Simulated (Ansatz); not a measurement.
Calculation: B3LYP-D3(BJ)/def2-TZVP run with Ansatz (a program for electronic structure). No frequencies were computed at this level.

Ansatz 0.2 input:
```yaml
crystal:
  periodic: [false, false, false]
  atoms:
    - { symbol: C, position_ang: [-0.927874, -0.307774, -0.025169] }
    - { symbol: C, position_ang: [0.228712, 0.658411, 0.12345] }
    - { symbol: Se, position_ang: [1.876693, 0.019921, -0.764478] }
    - { symbol: H, position_ang: [-1.140887, -0.493974, -1.075399] }
    - { symbol: H, position_ang: [-0.70253, -1.258622, 0.454266] }
    - { symbol: H, position_ang: [-1.818899, 0.111029, 0.439522] }
    - { symbol: H, position_ang: [0.476595, 0.837373, 1.170401] }
    - { symbol: H, position_ang: [0.013542, 1.614264, -0.357053] }
    - { symbol: H, position_ang: [1.994648, -1.180627, 0.034462] }
basis:
  gaussian: { orbitals: def2-tzvp }
hamiltonian:
  xc: b3lyp
  dispersion: d3bj
relax:
  max_steps: 150
```

Output:

```
Functional definition: B3LYP
1033 factors; their error is unknown
mean field evaluation 1: about -67514.8569 eV, gradient 6.0e1 eV
mean field evaluation 2: about -67504.7601 eV, gradient 8.3e1 eV
mean field evaluation 4: about -67523.1989 eV, gradient 5.0e0 eV
mean field evaluation 8: about -67523.2551 eV, gradient 5.5e-2 eV
mean field evaluation 16: about -67523.5652 eV, gradient 7.6e-5 eV
mean field -67523.56523159 eV, -2481.4452531444 hartree, gradient 2.4e-5 eV, S^2 0.000000; 0 other end points of the search recorded, 0 dependent functions left out
reference -67523.56547591 eV, -2481.4452621232 hartree; 26, 26 occupied and 120, 120 virtual orbitals, 1033 factors
relax step   1: F+E_penalty+E_count = -67523.85902976 eV  Δ(F+E_penalty+E_count) = +0.000e0 eV  max|allowed force component| = 5.340e-1 eV/Å  Δτ_max = 0.0000 Å  (28 SCF iters, accepted)
these checks for a lower state are left out or cut short: starts, cluster_reference, orbital_swaps, neighbouring_geometries, increment
1033 factors; their error is unknown
mean field -67523.57740579 eV, -2481.4457005381 hartree, gradient 1.2e-5 eV, S^2 0.000000; 0 other end points of the search recorded, 0 dependent functions left out
reference -67523.57765092 eV, -2481.4457095466 hartree; 26, 26 occupied and 120, 120 virtual orbitals, 1033 factors
relax step   2: F+E_penalty+E_count = -67523.86938825 eV  Δ(F+E_penalty+E_count) = -1.036e-2 eV  max|allowed force component| = 1.199e-1 eV/Å  Δτ_max = 0.0297 Å  (31 SCF iters, accepted)
these checks for a lower state are left out or cut short: starts, cluster_reference, orbital_swaps, neighbouring_geometries, increment
1033 factors; their error is unknown
mean field evaluation 32: about -67523.5792 eV, gradient 1.2e-5 eV
mean field -67523.57923057 eV, -2481.4457675977 hartree, gradient 1.2e-5 eV, S^2 0.000000; 0 other end points of the search recorded, 0 dependent functions left out
reference -67523.57947577 eV, -2481.4457766083 hartree; 26, 26 occupied and 120, 120 virtual orbitals, 1033 factors
relax step   3: F+E_penalty+E_count = -67523.87114199 eV  Δ(F+E_penalty+E_count) = -1.754e-3 eV  max|allowed force component| = 3.006e-2 eV/Å  Δτ_max = 0.0185 Å  (32 SCF iters, accepted)
these checks for a lower state are left out or cut short: starts, cluster_reference, orbital_swaps, neighbouring_geometries, increment
1033 factors; their error is unknown
mean field -67523.57918907 eV, -2481.4457660724 hartree, gradient 1.2e-5 eV, S^2 0.000000; 0 other end points of the search recorded, 0 dependent functions left out
reference -67523.57943425 eV, -2481.4457750826 hartree; 26, 26 occupied and 120, 120 virtual orbitals, 1033 factors
relax step   4: F+E_penalty+E_count = -67523.87119605 eV  Δ(F+E_penalty+E_count) = -5.405e-5 eV  max|allowed force component| = 1.378e-2 eV/Å  Δτ_max = 0.0024 Å  (32 SCF iters, accepted)
these checks for a lower state are left out or cut short: starts, cluster_reference, orbital_swaps, neighbouring_geometries, increment
1033 factors; their error is unknown
mean field -67523.57926395 eV, -2481.4457688244 hartree, gradient 1.2e-5 eV, S^2 0.000000; 0 other end points of the search recorded, 0 dependent functions left out
reference -67523.57950907 eV, -2481.4457778323 hartree; 26, 26 occupied and 120, 120 virtual orbitals, 1033 factors
relax step   5: F+E_penalty+E_count = -67523.87125836 eV  Δ(F+E_penalty+E_count) = -6.232e-5 eV  max|allowed force component| = 2.631e-3 eV/Å  Δτ_max = 0.0108 Å  (32 SCF iters, accepted)
these checks for a lower state are left out or cut short: starts, cluster_reference, orbital_swaps, neighbouring_geometries, increment
1033 factors; their error is unknown
mean field -67523.57935510 eV, -2481.4457721738 hartree, gradient 1.2e-5 eV, S^2 0.000000; 0 other end points of the search recorded, 0 dependent functions left out
reference -67523.57960013 eV, -2481.4457811788 hartree; 26, 26 occupied and 120, 120 virtual orbitals, 1033 factors
relax step   6: F+E_penalty+E_count = -67523.87128364 eV  Δ(F+E_penalty+E_count) = -2.528e-5 eV  max|allowed force component| = 5.358e-3 eV/Å  Δτ_max = 0.0117 Å  (32 SCF iters, accepted)
1033 factors; their error is unknown
mean field evaluation 64: about -67523.2152 eV, gradient 5.0e0 eV
mean field -67523.57935510 eV, -2481.4457721738 hartree, gradient 1.2e-5 eV, S^2 0.000000; 1 other end points of the search recorded, 0 dependent functions left out
reference -67523.57960013 eV, -2481.4457811788 hartree; 26, 26 occupied and 120, 120 virtual orbitals, 1033 factors
Total energy: -67523.87152868 eV, -2481.4565093549 hartree
Atom 0 at    -0.939293    -0.305197    -0.026889 Å, force    -0.005358    -0.004410     0.000176 eV/Å
Atom 1 at     0.233262     0.647486     0.119669 Å, force    -0.004538     0.004675     0.001083 eV/Å
Atom 2 at     1.886439     0.029610    -0.776377 Å, force     0.002846    -0.002738     0.001035 eV/Å
Atom 3 at    -1.169923    -0.487772    -1.076583 Å, force     0.000302     0.000694     0.000301 eV/Å
Atom 4 at    -0.726880    -1.267540     0.441379 Å, force     0.001338     0.001236    -0.000371 eV/Å
Atom 5 at    -1.828915     0.112126     0.454011 Å, force     0.001397     0.000140    -0.000328 eV/Å
Atom 6 at     0.476300     0.838771     1.162792 Å, force     0.001739    -0.000775    -0.001291 eV/Å
Atom 7 at     0.029686     1.607143    -0.355379 Å, force     0.001971    -0.000611     0.000536 eV/Å
Atom 8 at     2.039324    -1.174625     0.057379 Å, force     0.000305     0.001790    -0.001142 eV/Å
Dipole moment:    -0.267478     0.008300     0.188338 e Å
```

Cost: around 40 core-seconds (rough).
